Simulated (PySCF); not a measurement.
H₂Te, SMILES [TeH2+], charge +1, multiplicity 2. The structure is a stationary point at PBE-D3(BJ)/def2-TZVPD. The def2 effective core potentials stand for the cores of Te; spin–orbit coupling is left out.

Q: Give the equilibrium geometry at PBE-D3(BJ)/def2-TZVPD (PySCF confirms it by a frequency run) as Cartesian coordinates in Å, and its point group. (Estimate from the structure and the level; the computed values follow.)

A: point group C2v.
```xyz
3

Te     0.0000     0.0000    -0.0442
H      0.0000     1.1873     1.1485
H      0.0000    -1.1873     1.1485
```
Charge +1, spin multiplicity 2.
